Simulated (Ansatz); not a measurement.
Basis sets compared for BCl₃. Total charge 0; singlet. Geometry PBE-D4/def2-TZVP. Ansatz on 2 threads of Intel Xeon Platinum 8259CL on a shared host; times are rough, and most runs start from earlier orbitals.

```xyz
4

B     0.000    0.000    0.000
Cl   -1.072   -1.039    0.909
Cl    1.317   -0.691   -0.918
Cl   -0.246    1.730    0.008
```

B3LYP takes the VWN-RPA correlation.

Binding counts from free atoms (B doublet, Cl doublet) in the same basis, without a counterpoise term.

| level | functions | energy (Eh) | HOMO (eV) | LUMO (eV) | binding per atom (eV) | wall time |
| --- | --- | --- | --- | --- | --- | --- |
| HF/6-31G | 48 | -1403.1633 | -12.86 | 1.64 | 2.14 | 0.45 s |
| HF/def2-TZVP | 142 | -1403.3525 | -12.47 | 2.12 | 2.65 | 1.6 s |
| PBE-D4/def2-SVP | 68 | -1404.5258 | -7.44 | -2.27 | 3.76 | 0.7 s |
| PBE-D4/def2-TZVP (with forces) | 142 | -1405.0266 | -7.67 | -2.66 | 3.68 | 2 s |
| B3LYP-D4/6-31G | 48 | -1405.4984 | -8.99 | -2.07 | 3.07 | 0.85 s |
| B3LYP-D4/def2-TZVP | 142 | -1405.6745 | -8.81 | -1.91 | 3.47 | 2.1 s |
| PBE0-D4/def2-SVP | 68 | -1404.6444 | -8.96 | -1.42 | 3.67 | 1.2 s |
| PBE0-D4/def2-TZVP | 142 | -1405.1400 | -9.11 | -1.75 | 3.60 | 2.5 s |

Q: Estimate the rows for PBE0-D4/def2-QZVPP.

A: 
```csv
level,functions,energy (Eh),HOMO (eV),LUMO (eV),binding per atom (eV),wall time
PBE0-D4/def2-QZVPP,267,-1405.1814,-9.15,-1.83,3.60,5.5 s
```
